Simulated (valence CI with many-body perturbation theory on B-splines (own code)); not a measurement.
**Questions on Ca XV**

Method: valence CI with perturbative core correlation (CI+MBPT): four valence electrons over a frozen Dirac-Fock core [He], radial functions for each j: 11 s, 11 p, 9 d, 7 f, 5 g, 2 h, 1 i, with the one-electron correlation potential Σ1 (screened to all orders), the two-electron term Σ2, the three-electron term Σ3, Breit, model QED; selected single and double excitations, second order for the rest (own B-spline code, finite nucleus).

No measured spectrum was set against this ion. As an estimate, levels of excited configurations hold to 0.05 to 0.15 % of their energy, terms of the ground configuration to about 0.5 %.

Rates and lifetimes use the calculated energies. Strong lines usually hold to 10 to 20 %, long lifetimes can be off by a factor of two.

What is the ground level?

2s²2p² ³P_0, composition 96 % 2s²2p² ³P + 3 % 2s²2p² ¹S.

How well does LS coupling describe the low levels?

Among the lowest 20 levels the leading LS term, summed over configurations, holds 97 % on average. For single configurations the figures are 96 % in LS and 70 % in jj coupling. Terms mix most in the J = 2 level at 5.339 Ry, where the leading one holds 93 %.

Among levels below 42.945 Ry, which E1 lines absorb most strongly from the ground level?

to 2s²2p3d ³D°_1 at 2.271 nm, f = 1.21; to 2s2p²3p ³D°_1 at 2.201 nm, f = 0.229; to 2s2p³ ³D°_1 at 20.09 nm, f = 0.0749.

Where does the other parity begin?

At 2s2p³ ⁵S°_2, 2.514 Ry.

What is the ionisation energy?

894.68 eV; NIST lists 894 ± 0.4 eV (semi-empirical).

What are the static dipole polarisabilities of the lowest levels?

2s²2p² ³P_0 0.0315; 2s²2p² ³P_1 0.0320 (tensor 0.0014); 2s²2p² ³P_2 0.0319 (tensor -0.0022); 2s²2p² ¹D_2 0.0289 (tensor 0.0075) bohr³, of which the core gives 5.92e-05.

How is the term ³P of the ground level split?

J = 0 at 0.000, J = 1 at 0.160, J = 2 at 0.327 Ry.
